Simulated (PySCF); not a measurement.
Input of a run (PBE0-D3(BJ)/def2-SVP geometry optimisation, gas phase (PySCF 2.14.0)), started from GFN2-xTB:
```
{"job": {"xc": "PBE0", "basis": "def2-SVP", "d3": "d3bj", "grid": 1, "shake": 0.01, "kind": "geom"}, "charge": 0, "multiplicity": 1}
Ge    -1.963330    -0.138130     0.001370
C     -0.056620    -0.095820    -0.080290
C      0.940800     0.588470     0.532190
C      2.162620     0.073500    -0.058940
N      1.829830    -0.841500    -0.954270
O      0.483670    -0.936980    -0.967600
H     -2.415570     0.274900     1.366140
H     -2.425800    -1.480270    -0.343520
H     -2.538070     0.868840    -0.966280
H      0.877160     1.338620     1.310140
H      3.143430     0.322540     0.145410
```

Output (energies in Eh, forces in Eh/bohr):
```
step   0  E = -2323.25118662  max force = 0.088097
step   1  E = -2323.25896045  max force = 0.019493
step   2  E = -2323.25941398  max force = 0.006008
step   3  E = -2323.25955097  max force = 0.004362
step   4  E = -2323.25971054  max force = 0.001874
step   5  E = -2323.25974395  max force = 0.001145
step   6  E = -2323.25977331  max force = 0.000832
step   7  E = -2323.25981284  max force = 0.001043
step   8  E = -2323.25986053  max force = 0.001555
step   9  E = -2323.25990868  max force = 0.001647
step  10  E = -2323.25995069  max force = 0.000925
step  11  E = -2323.25996191  max force = 0.000518
step  12  E = -2323.25997021  max force = 0.000287
optimisation converged
```

**Question.** Summarise the run.

**Answer.** The energy falls by 23.1 kJ/mol over 13 energy and gradient evaluations, the largest force component goes from 0.0881 to 2.9e-04 Eh/bohr, and the atoms move by 0.260 Å rms after alignment. The bond that changes most is Ge1–H8 (ends: germanium bonded to C and 3 H; Ge–H hydrogen), which lengthens by 0.074 Å. Bonds longer at the end by more than 0.005 Å: 8 of 11; shorter: 2. Among the angles that change most is H7–Ge1–H9, from 106.6° to 110.6°. Among the dihedrals that turn most is H8–Ge1–C2–C3, from -151° to -123°. The energy never rose by more than 1e-6 Eh on the way. The first step brought 89 % of the lowering.

**Question.** What are the final bond lengths?

**Answer.** Ge1–C2 1.944 Å, C2–C3 1.368 Å, C3–C4 1.420 Å, C4–N5 1.307 Å, N5–O6 1.360 Å, C2–O6 1.343 Å, Ge1–H7 1.535 Å, Ge1–H8 1.535 Å, Ge1–H9 1.535 Å, C3–H10 1.087 Å, C4–H11 1.090 Å. Numbering counts from 1 in the input's order; the species is `[GeH3][c]1ccno1`.

The run used 127 basis functions and 91 SCF cycles in all.

PBE0-D3(BJ)/def2-SVP frequencies: not computed here.
